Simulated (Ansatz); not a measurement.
C2H7NSSi, SMILES `N=C([SiH3])CS`. The species carries charge 0 and has multiplicity 1. Geometry: relaxed with PBE0-D4/def2-TZVP. It is one conformer, not always the lowest.

```xyz
12

N    -0.903   -0.356    1.391
C    -0.233    0.060    0.400
Si   -0.617    1.809   -0.229
C     0.848   -0.716   -0.323
S     1.126   -2.408    0.243
H    -0.603   -1.308    1.642
H    -1.097    1.721   -1.636
H     0.637    2.612   -0.234
H    -1.639    2.440    0.633
H     0.656   -0.712   -1.399
H     1.805   -0.202   -0.189
H     0.019   -2.941   -0.299
```

Problem. What is the dipole moment at r2SCAN/def2-TZVPP? (An estimate is asked.)

Solution. Ansatz gave: 1.95 D, with components (0.77, -0.14, -1.79) D in this frame, pointing from negative to positive charge.

Problem. And with PBE, B3LYP, ωB97M-V? (An estimate is asked.)

Solution. Ansatz gave: PBE 1.91 D, B3LYP 1.96 D, ωB97M-V 1.95 D.

Problem. Give the Mulliken charges with r2SCAN, ωB97M-V, B3LYP in def2-TZVPP. (Best estimate.)

Solution. Computed: 
| atom | r2SCAN | ωB97M-V | B3LYP |
| --- | --- | --- | --- |
| N1 | -0.26 | -0.21 | -0.21 |
| C2 | -0.07 | -0.09 | -0.09 |
| Si3 | 0.31 | 0.20 | 0.30 |
| C4 | -0.01 | -0.21 | -0.12 |
| S5 | -0.19 | -0.16 | -0.17 |
| H6 | 0.14 | 0.11 | 0.13 |
| H7 | -0.07 | -0.03 | -0.07 |
| H8 | -0.07 | -0.03 | -0.07 |
| H9 | -0.05 | 0.00 | -0.04 |
| H10 | 0.08 | 0.14 | 0.12 |
| H11 | 0.09 | 0.14 | 0.12 |
| H12 | 0.10 | 0.12 | 0.10 |

B3LYP here is the variant with VWN-RPA as its local correlation; programs differ in this.
